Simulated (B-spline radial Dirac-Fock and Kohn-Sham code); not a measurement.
## Sn²⁺ in Watson spheres of different radius

Method: relaxed Dirac-Fock hole states (ΔSCF) with Breit and QED corrections and a finite nucleus. Computed with an atomic code on a B-spline grid. The ion, [Kr] 4d10 5s2, sits in a hollow sphere of charge Q = -2, a simple model of the Madelung potential. Inside the sphere an electron's potential energy is raised by the constant 14.40·|Q|/R eV, so binding energies fall by about that much as long as the orbitals stay inside.

```tsv
radius (Å)	14.40 |Q|/R (eV)	1s (eV)	2s (eV)	2p1/2 (eV)	2p3/2 (eV)	3s (eV)	3p1/2 (eV)	3p3/2 (eV)	3d3/2 (eV)	3d5/2 (eV)	4s (eV)	4p1/2 (eV)	4p3/2 (eV)	4d3/2 (eV)	4d5/2 (eV)	5s (eV)
1.8	16.00	29211.1	4483.2	4169.0	3941.4	899.1	771.2	728.7	505.0	496.6	157.6	113.3	105.7	35.25	34.23	12.82
3	9.60	29217.2	4489.4	4175.1	3947.6	905.3	777.4	734.9	511.2	502.7	163.7	119.5	111.9	41.41	40.39	18.92
```

From the smallest to the largest radius 1s moves by +6.1 eV, while the constant potential alone would give +6.4 eV; the difference comes from charge outside the sphere and its screening.
